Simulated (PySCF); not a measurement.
# Pb⁷⁰⁺ (lead, charge +70): Hartree-Fock from Schrödinger to Dirac-Coulomb

Occupied: 1s1/2, 2s1/2, 2p1/2, 2p3/2, 3s1/2. Hartree-Fock calculated with PySCF 2.14 in an uncontracted even-tempered set (16 s from 11 bohr⁻², ratio 2.7; 14 p from 13 bohr⁻², ratio 2.7), Gaussian nucleus throughout. NR is non-relativistic, sf-X2C the spin-free one-electron X2C Hamiltonian, X2C adds the bare one-electron spin-orbit term, X2C-SNSO screens it by Boettger's factors, DC is four-component Dirac-Coulomb, and the Gaunt term is added at first order (total energies over the DC spinors, levels after relaxing the spinors in that mean field). QED terms are absent. Levels marked empty are virtual spinors of this ion; the basis has s and p functions only, so 3d, which can lie below the n = 4 levels, is absent.

```csv
level (eV),NR,sf-X2C,X2C,X2C-SNSO
1s1/2,-85841.6,-94967.9,-94937.7,-94939.3
2s1/2,-19435.6,-22082.7,-22075.2,-22075.6
2p1/2,-18991.6,-19855.3,-21541.3,-21490.4
2p3/2,-18991.6,-19855.3,-19217.9,-19232.5
3s1/2,-8163.1,-9000.9,-8999.6,-8999.7
3p1/2 (empty),-7902.4,-8250.1,-8698.5,-8685.2
3p3/2 (empty),-7902.4,-8250.1,-8077.3,-8081.3
4s1/2 (empty),-4409.3,-4742.9,-4742.4,-4742.4
```

Task: Where do the four-component calculations put these levels?

Result: 1s1/2: DC -95067.3, DC+Gaunt -94730.2; 2s1/2: DC -22095.1, DC+Gaunt -22056.7; 2p1/2: DC -21505.6, DC+Gaunt -21439.5; 2p3/2: DC -19245.3, DC+Gaunt -19202.8; 3s1/2: DC -9004.4, DC+Gaunt -8994.1; 3p1/2 (empty): DC -8689.2, DC+Gaunt -8672.2; 3p3/2 (empty): DC -8084.1, DC+Gaunt -8073.1; 4s1/2 (empty): DC -4744.1, DC+Gaunt -4740.3 (eV).

```
Hamiltonian  E (hartree)  E − E(DC) (hartree)  CPU seconds
         NR  -13348.0651            1258.5779         0.38
     sf-X2C  -14568.5937              38.0494         0.25
        X2C  -14600.0164               6.6266         0.26
   X2C-SNSO  -14598.3493               8.2937         0.26
         DC  -14606.6431               0.0000           18
   DC+Gaunt  -14585.8693              20.7738           38
```

Weight of the small component: 1s1/2 0.0979, 2s1/2 0.0232, 2p1/2 0.0231, 2p3/2 0.0205, 3s1/2 0.00910, 3p1/2 0.00899, 3p3/2 0.00829, 4s1/2 0.00438.

Koopmans' value for the highest occupied level at DC+Gaunt: 8994.1 eV, against an ionisation energy of 9000 ± 60 eV (theoretical estimate listed by NIST; NIST Atomic Spectra Database, ionization energies); the former lacks relaxation, correlation, QED and recoil.

The whole ladder took 61 s of wall time on 1 thread of Intel(R) Xeon(R) Platinum 8259CL CPU @ 2.50GHz (shared host), launched as `OMP_NUM_THREADS=1 python relrun2.py TASK.json OUT` (a driver that calls PySCF for each Hamiltonian).
